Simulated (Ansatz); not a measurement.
Relaxation of a periodic cell of 36 atoms, H₄C₃O₂ (contents 4 HCOOH + 4 C2H2, density as packed 1.00 g/cm³ with natural masses), to a largest force component of 0.3 eV/Å in at most 15 steps.

Computed with Ansatz 0.2.0, DFT PBEsol, scalar-relativistic, plane waves, PAW. Settings: accuracy low, cutoff 420 eV, k mesh 1x1x1, fermi-dirac smearing 0.05 eV, no spin polarisation.

```xyz
36
Lattice="7.8232 0.0000 0.0000 0.0000 7.8232 0.0000 0.0000 0.0000 7.8232" Properties=species:S:1:pos:R:3
O 1.393 3.859 0.713
C 2.023 4.896 0.120
O 3.225 5.051 0.078
H 2.100 3.289 1.083
H 1.279 5.573 -0.316
O 5.703 3.542 4.173
C 5.661 2.707 3.112
O 6.062 1.563 3.109
H 6.112 3.031 4.903
H 5.210 3.226 2.258
O 2.120 2.190 3.547
C 2.533 2.328 4.826
O 2.813 1.413 5.571
H 2.101 1.225 3.372
H 2.575 3.393 5.082
O 4.625 7.649 0.980
C 5.749 7.441 0.262
O 5.956 6.479 -0.447
H 4.044 6.880 0.803
H 6.443 8.275 0.420
C 0.594 1.339 7.800
C 0.255 0.974 6.691
H -0.041 0.653 5.719
H 0.890 1.660 8.773
C 7.297 6.432 2.846
C 6.571 6.832 3.736
H 5.935 7.182 4.516
H 7.934 6.082 2.066
C 3.884 6.485 4.922
C 3.769 5.777 3.940
H 3.669 5.157 3.079
H 3.985 7.105 5.783
C 5.847 3.507 7.066
C 6.965 3.981 7.011
H 7.946 4.396 6.962
H 4.866 3.092 7.115
```

Q: Where does it end, and by what steps?

A: The run ended unconverged. The force dipped under the threshold on the way, but the program's further checks kept it going. Limits of this set-up: coarse k mesh, low accuracy level. After 15 steps the energy has fallen by 2.441 eV; H27 moved furthest, 1.60 Å.

| step | energy less start (eV) | largest force component (eV/Å) | accepted |
| --- | --- | --- | --- |
| 0 | 0.0000 | 1.502 | yes |
| 1 | -0.7575 | 0.750 | yes |
| 2 | -1.1773 | 1.039 | yes |
| 3 | -1.4437 | 0.920 | yes |
| 4 | -1.6469 | 0.928 | yes |
| 5 | -1.8034 | 1.301 | yes |
| 6 | -1.9582 | 0.962 | yes |
| 7 | -2.0961 | 0.499 | yes |
| 8 | -2.1973 | 0.363 | yes |
| 9 | -2.2648 | 0.549 | yes |
| 10 | -2.3223 | 0.285 | yes |
| 11 | -2.3223 | 0.282 | yes |
| 12 | -2.3651 | 0.445 | yes |
| 13 | -2.4021 | 0.767 | yes |
| 14 | -2.4288 | 0.686 | yes |
| 15 | -2.4411 | 0.995 | yes |

```xyz
36
Lattice="7.8232 0.0000 0.0000 0.0000 7.8232 0.0000 0.0000 0.0000 7.8232" Properties=species:S:1:pos:R:3
O 1.293 4.069 0.844
C 2.055 5.114 0.621
O 3.189 5.255 1.064
H 1.765 3.412 1.441
H 1.539 5.876 -0.002
O 5.422 3.355 3.841
C 6.244 2.927 2.896
O 7.323 2.400 3.083
H 5.808 3.213 4.755
H 5.776 3.045 1.884
O 2.547 2.402 2.712
C 2.568 2.759 4.011
O 2.719 1.980 4.919
H 2.667 1.428 2.654
H 2.492 3.866 4.118
O 4.405 7.476 0.374
C 5.606 7.358 -0.182
O 6.211 6.298 -0.360
H 4.047 6.548 0.632
H 6.016 8.370 -0.444
C 0.680 1.042 8.450
C 1.045 0.758 7.327
H 1.333 0.551 6.304
H 0.279 1.346 9.420
C 7.293 6.519 3.146
C 7.107 6.401 4.343
H 6.919 6.296 5.416
H 7.439 6.637 2.076
C 3.376 6.682 5.188
C 3.502 6.161 4.106
H 3.644 5.731 3.126
H 3.288 7.155 6.151
C 5.087 2.835 6.762
C 6.168 3.262 7.123
H 7.126 3.635 7.471
H 4.113 2.503 6.403
```

The run took 70 s on 1 thread of Arm Neoverse V1, with other jobs on the host, peak memory 0.45 GiB.
